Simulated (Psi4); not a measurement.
C2H6Ge, singlet, geometry from GFN2-xTB; B3LYP/cc-pVDZ run with Psi4 1.11.

Input for Psi4:
```
memory 2 GB

molecule {
0 1
Ge    0.66414980   -0.23444849   -0.11534476
C    -1.02603397    0.72240959   -0.13660217
C    -2.06289268    0.41992095    0.62768879
H     0.97554695   -0.80420693   -1.46232096
H     0.63188073   -1.35020173    0.87528771
H     1.79425346    0.67966910    0.23564313
H    -1.10481185    1.55478471   -0.82604285
H    -2.99185172    0.96973770    0.59511150
H    -2.02425136   -0.40141430    1.32683419
}

set {
  basis cc-pvdz
}

energy('b3lyp')
print_variables()
```

What the program printed (banner, timings and long lists left out):

```
   => Loading Basis Set <=

    Name: CC-PVDZ
    Role: ORBITAL
    Keyword: BASIS

         ---------------------------------------------------------
                                   SCF
               by Justin Turney, Rob Parrish, Andy Simmonett
                          and Daniel G. A. Smith
                              RKS Reference
         ---------------------------------------------------------

  ==> Geometry <==

    Molecular point group: c1
    Full point group: C1

    Geometry (in Angstrom), charge = 0, multiplicity = 1:

       Center              X                  Y                   Z               Mass
    ------------   -----------------  -----------------  -----------------  -----------------
         GE           0.574823350381    -0.205888776281    -0.097233031446    73.921177761000
         C           -1.115360419619     0.750969303719    -0.118490441446    12.000000000000
         C           -2.152219129619     0.448480663719     0.645800518554    12.000000000000
         H            0.886220500381    -0.775647216281    -1.444209231446     1.007825032230
         H            0.542554280381    -1.321642016281     0.893399438554     1.007825032230
         H            1.704927010381     0.708228813719     0.253754858554     1.007825032230
         H           -1.194138299619     1.583344423719    -0.807931121446     1.007825032230
         H           -3.081178169619     0.998297413719     0.613223228554     1.007825032230
         H           -2.113577809619    -0.372854586281     1.344945918554     1.007825032230

  Running in c1 symmetry.

  Rotational constants: A =      1.14455  B =      0.12656  C =      0.11861 [cm^-1]
  Rotational constants: A =  34312.67000  B =   3794.25601  C =   3555.89776 [MHz]
  Nuclear repulsion =  173.981446462165081

  Charge       = 0
  Multiplicity = 1
  Electrons    = 50
  Nalpha       = 25
  Nbeta        = 25

  ==> Algorithm <==

  SCF Algorithm Type is DF.
  DIIS enabled.
  MOM disabled.
  Fractional occupation disabled.
  Guess Type is SAD.
  Energy threshold   = 1.00e-06
  Density threshold  = 1.00e-06
  Integral threshold = 1.00e-12

  ==> Primary Basis <==

  Basis Set: CC-PVDZ
    Blend: CC-PVDZ
    Number of shells: 41
    Number of basis functions: 85
    Number of Cartesian functions: 89
    Spherical Harmonics?: true
    Max angular momentum: 2

  ==> DFT Potential <==

   => LibXC <=

    Version 7.1.2
    S. Lehtola, C. Steigemann, M. J. T. Oliveira, and M. A. L. Marques,  SoftwareX 7, 1–5 (2018) (10.1016/j.softx.2017.11.002)

   => Composite Functional: B3LYP <=

    B3LYP Hyb-GGA Exchange-Correlation Functional

    P. J. Stephens, F. J. Devlin, C. F. Chabalowski, and M. J. Frisch,  J. Phys. Chem. 98, 11623 (1994) (10.1021/j100096a001)

    Deriv               =              1
    GGA                 =           TRUE
    Meta                =          FALSE

    Exchange Hybrid     =           TRUE
    MP2 Hybrid          =          FALSE

   => Exchange Functionals <=

    0.0800   Slater exchange
    0.7200         Becke 88

   => Exact (HF) Exchange <=

    0.2000               HF

   => Correlation Functionals <=

    0.1900   Vosko, Wilk & Nusair (VWN5_RPA)
    0.8100   Lee, Yang & Parr

   => LibXC Density Thresholds  <==

    XC_HYB_GGA_XC_B3LYP:  1.00E-15

   => Molecular Quadrature <=

    Radial Scheme          =       TREUTLER
    Pruning Scheme         =           NONE
    Nuclear Scheme         =       TREUTLER

    Blocking Scheme        =         OCTREE
    BS radius alpha        =              1
    Pruning alpha          =              1
    Radial Points          =             75
    Spherical Points       =            302
    Total Points           =         194467
    Total Blocks           =           1490
    Max Points             =            256
    Max Functions          =             85
    Weights Tolerance      =       1.00E-15

   => Loading Basis Set <=

    Name: (CC-PVDZ AUX)
    Role: JKFIT
    Keyword: DF_BASIS_SCF

  ==> Integral Setup <==

  SCF_SUBTYPE=INCORE selected. In-core MEM_DF algorithm will be used.
  Using in-core AOs.

  ==> MemDFJK: Density-Fitted J/K Matrices <==

    J tasked:                   Yes
    K tasked:                   Yes
    wK tasked:                   No
    Algorithm:                 Core
    Schwarz Cutoff:           1E-12
    Mask sparsity (%):       0.1107
    Fitting Condition:        1E-10

   => Auxiliary Basis Set <=

  Basis Set: (CC-PVDZ AUX)
    Blend: CC-PVDZ-JKFIT
    Number of shells: 149
    Number of basis functions: 449
    Number of Cartesian functions: 521
    Spherical Harmonics?: true
    Max angular momentum: 3

  Minimum eigenvalue in the overlap matrix is 3.5173007990E-03.
  Reciprocal condition number of the overlap matrix is 7.1991561611E-04.
    Using symmetric orthogonalization.

  ==> Pre-Iterations <==

  SCF Guess: Superposition of Atomic Densities via on-the-fly atomic UHF (no occupation information).

   -------------------------
    Irrep   Nso     Nmo
   -------------------------
     A         85      85
   -------------------------
    Total      85      85
   -------------------------

  ==> Iterations <==

                           Total Energy        Delta E     RMS |[F,P]|

   @DF-RKS iter SAD: -2153.04724786850602   -2.15305e+03   0.00000e+00
   @DF-RKS iter   1: -2155.82937890980838   -2.78213e+00   1.49379e-02 DIIS/ADIIS
   @DF-RKS iter   2: -2155.91904392040351   -8.96650e-02   1.69541e-02 DIIS/ADIIS
   @DF-RKS iter   3: -2156.69129741397410   -7.72253e-01   9.54832e-04 DIIS/ADIIS
   @DF-RKS iter   4: -2156.68906170398668    2.23571e-03   1.21792e-03 DIIS/ADIIS
   @DF-RKS iter   5: -2156.69471667162543   -5.65497e-03   2.02662e-04 DIIS/ADIIS
   @DF-RKS iter   6: -2156.69488311594841   -1.66444e-04   5.79924e-05 DIIS
   @DF-RKS iter   7: -2156.69489718495379   -1.40690e-05   5.40997e-06 DIIS
   @DF-RKS iter   8: -2156.69489730584382   -1.20890e-07   1.22850e-06 DIIS
   @DF-RKS iter   9: -2156.69489731349495   -7.65112e-09   1.78131e-07 DIIS
  Energy and wave function converged.

  ==> Post-Iterations <==

   Electrons on quadrature grid:
      Ntotal   =   49.9999744739 ; deviation = -2.553e-05

    Orbital Energies [Eh]
    ---------------------

    Doubly Occupied:

       1A   -398.778078     2A    -49.821751     3A    -44.343416
       4A    -44.343381     5A    -44.343280     6A    -10.193749
       7A    -10.189911     8A     -6.233421     9A     -4.404120
      10A     -4.403832    11A     -4.403596    12A     -1.202525
      13A     -1.202199    14A     -1.201630    15A     -1.198880
      16A     -1.198707    17A     -0.769104    18A     -0.596091
      19A     -0.537574    20A     -0.459447    21A     -0.408363
      22A     -0.347658    23A     -0.339749    24A     -0.311986
      25A     -0.278034

    Virtual:

      26A     -0.007007    27A      0.047383    28A      0.066942
      29A      0.077060    30A      0.087130    31A      0.092001
      32A      0.110805    33A      0.173725    34A      0.257087
      35A      0.266035    36A      0.315069    37A      0.331724
      38A      0.338909    39A      0.372013    40A      0.403988
      41A      0.429938    42A      0.454761    43A      0.482030
      44A      0.526152    45A      0.538053    46A      0.541083
      47A      0.601016    48A      0.626817    49A      0.661195
      50A      0.733975    51A      0.750430    52A      0.839548
      53A      0.845393    54A      0.877495    55A      0.912692
      56A      0.968921    57A      1.023624    58A      1.036874
      59A      1.137273    60A      1.166774    61A      1.228017
      62A      1.369719    63A      1.419008    64A      1.422834
      65A      1.494907    66A      1.498516    67A      1.537108
      68A      1.574145    69A      1.630557    70A      1.669740
      71A      1.679476    72A      1.709706    73A      1.717661
      74A      1.848613    75A      1.883606    76A      1.914562
      77A      1.955433    78A      1.962207    79A      2.031730
      80A      2.035368    81A      2.165910    82A      2.317143
      83A      2.431090    84A      2.645793    85A      2.841986

    Final Occupation by Irrep:
              A
    DOCC [    25 ]
    NA   [    25 ]
    NB   [    25 ]

  @DF-RKS Final Energy: -2156.69489731349495

   => Energetics <=

    Nuclear Repulsion Energy =            173.9814464621650814
    One-Electron Energy =               -3346.0540439425221848
    Two-Electron Energy =                1089.5468711705468650
    DFT Exchange-Correlation Energy =     -74.1691710036849088
    Empirical Dispersion Energy =           0.0000000000000000
    VV10 Nonlocal Energy =                  0.0000000000000000
    Total Energy =                      -2156.6948973134949483

Computation Completed

Properties will be evaluated at   0.000000,   0.000000,   0.000000 [a0]

Properties computed using the SCF density matrix

 Multipole Moments:

 ------------------------------------------------------------------------------------
     Multipole            Electronic (a.u.)      Nuclear  (a.u.)        Total (a.u.)
 ------------------------------------------------------------------------------------

 L = 1.  Multiply by 2.5417464519 to convert [e a0] to [Debye]
 Dipole X            :          8.2333310           -8.4401264           -0.2067955
 Dipole Y            :         -2.6006665            2.6985021            0.0978355
 Dipole Z            :         -1.6971000            1.7113106            0.0142106
 Magnitude           :                                                    0.2292119

 ------------------------------------------------------------------------------------

  Variable Map:
  ----------------------------------------------------------------------------
  "CURRENT ENERGY"              =>   -2156.694897313495
  "CURRENT REFERENCE ENERGY"    =>   -2156.694897313495
  "DD SOLVATION ENERGY"         =>       0.000000000000
  "DFT FUNCTIONAL TOTAL ENERGY" =>   -2156.694897313495
  "DFT TOTAL ENERGY"            =>   -2156.694897313495
  "DFT VV10 ENERGY"             =>       0.000000000000
  "DFT XC ENERGY"               =>     -74.169171003685
  "GRID ELECTRONS ALPHA"        =>      24.999987236938
  "GRID ELECTRONS BETA"         =>      24.999987236938
  "GRID ELECTRONS TOTAL"        =>      49.999974473875
  "NUCLEAR REPULSION ENERGY"    =>     173.981446462165
  "ONE-ELECTRON ENERGY"         =>   -3346.054043942522
  "PCM POLARIZATION ENERGY"     =>       0.000000000000
  "PE ENERGY"                   =>       0.000000000000
  "SCF ITERATION ENERGY"        =>   -2156.694897313495
  "SCF ITERATIONS"              =>       9.000000000000
  "SCF TOTAL ENERGY"            =>   -2156.694897313495
  "TWO-ELECTRON ENERGY"         =>    1089.546871170547
  "XC GRID RADIAL POINTS"       =>      75.000000000000
  "XC GRID SPHERICAL POINTS"    =>     302.000000000000
  "XC GRID TOTAL POINTS"        =>  194467.000000000000

  Array Variable Map:
  ----------------------------------------------------------------------------
  "CURRENT DIPOLE"              =>      -0.206795494333 ... 0.014210550715 1 by 3
  "SCF DIPOLE"                  =>      -0.206795494333 ... 0.014210550715 1 by 3
  "SCF TOTAL ENERGIES"          =>   -2153.047247868506 ... -2156.694897313495 1 by 10
```
